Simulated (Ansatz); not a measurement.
Cost and result for the atomization energy of C₇H₁₈SeSi, SMILES `CC(C)(C)[Se][Si](C)(C)C` (27 atoms, 26 bonds).

```xyz
27

C    -3.0371   -0.9718   -0.2887
C    -1.5251   -0.8704   -0.4217
C    -0.9030   -2.2564   -0.4137
C    -1.1604   -0.1170   -1.6869
Se   -0.9458    0.1299    1.2106
Si    1.1742    0.8869    0.7894
C     2.3158   -0.4482    0.1375
C     1.7421    1.4418    2.4844
C     1.1895    2.3518   -0.3779
H    -3.3230   -1.4761    0.6371
H    -3.5043    0.0147   -0.2997
H    -3.4384   -1.5520   -1.1269
H    -1.1648   -2.7999    0.4956
H    -1.2707   -2.8292   -1.2734
H     0.1845   -2.2106   -0.4789
H    -1.5788   -0.6396   -2.5550
H    -0.0795   -0.0625   -1.8287
H    -1.5589    0.8988   -1.6753
H     2.0479   -0.7682   -0.8717
H     3.3391   -0.0608    0.0988
H     2.3081   -1.3250    0.7884
H     2.7389    1.8882    2.4184
H     1.0656    2.1913    2.9019
H     1.7887    0.6015    3.1801
H     0.8597    2.0834   -1.3829
H     0.5321    3.1414   -0.0074
H     2.2034    2.7581   -0.4533
```

Charge 0, multiplicity 1. Correlated methods include outer-core shells of Se, which these sets cover unevenly. Scalar relativity is left out up to krypton. The structure was optimised at the PBE0-D4/def2-TZVP level. It is one conformer, not always the lowest. Program: Ansatz. All runs use 6 threads of an AMD EPYC 7R13 on a shared host and a share of an NVIDIA H100 80 GB. Times are those of one run each, without the atoms' runs, and a repeat can differ threefold. Electronic energies, without spin–orbit coupling; frozen cores. CCSD(T)/CBS adds CCSD(T) − MP2 in def2-TZVPP to the MP2 limit, and its time is that of the two runs behind it. T1 = 0.009. With those shells the extrapolation isn't a true limit. B3LYP takes the VWN-RPA correlation (the form of Gaussian; ORCA's B3LYP/G). HSE06 is the plane-wave form, built on full-range PBE exchange.

CCSD(T)/CBS is a level of theory with its own doubt, some kJ/mol a heavy atom from the limit and from the frozen cores, so smaller differences don't rank the functionals.

```
                            level  functions  wall time  atomization (kcal/mol)  difference from CCSD(T)/CBS  per bond
             revPBE-D4/def2-TZVPP        559        4 s                  2472.5                        -15.1      -0.6
               BLYP-D4/def2-TZVPP        559      6.5 s                  2466.9                        -20.7      -0.8
  PBE-D4/def2-TZVPP (with forces)        559        7 s                  2519.5                         31.9       1.2
                 CCSD(T)/def2-SVP        238      7.5 s                  2375.1                       -112.5      -4.3
B3LYP-D4/def2-TZVPP (with forces)        559        8 s                  2484.6                         -3.0      -0.1
            r2SCANh-D4/def2-TZVPP        559        8 s                  2483.6                         -4.0      -0.2
                B2PLYP/def2-TZVPP        559      8.5 s                  2455.0                        -32.6      -1.3
               ωB97X-V/def2-TZVPP        559       10 s                  2489.0                          1.4       0.1
              PBE-QIDH/def2-TZVPP        559       11 s                  2481.2                         -6.4      -0.2
              HSE06-D4/def2-TZVPP        559       13 s                  2498.6                         11.0       0.4
                   MP2/def2-QZVPP       1098       25 s                  2486.1                         -1.5      -0.1
               CCSD(T)/def2-TZVPP        559    2.2 min                  2433.5                        -54.1      -2.1
                CCSD(T)/CBS(def2)          –    2.6 min                  2487.6                          0.0       0.0
```

In def2-TZVPP, CCSD(T) changes the Hartree–Fock value by +557.5 kcal/mol (the triples alone add +30.4 kcal/mol) and MP2 by +578.5 kcal/mol; breaking electron pairs costs correlation energy, which Hartree–Fock lacks. The D4 term adds +30.0 kcal/mol with B3LYP and +16.4 kcal/mol with PBE0; it sums over pairs of atoms, weighted by their polarisabilities, and B3LYP, whose exchange is more repulsive, gets the larger term. From PBE to PBE0 (25 % exact exchange), in def2-TZVPP and without D4, the atomization energy moves by −19.5 kcal/mol: exact exchange takes away binding that semilocal exchange gives to molecules.
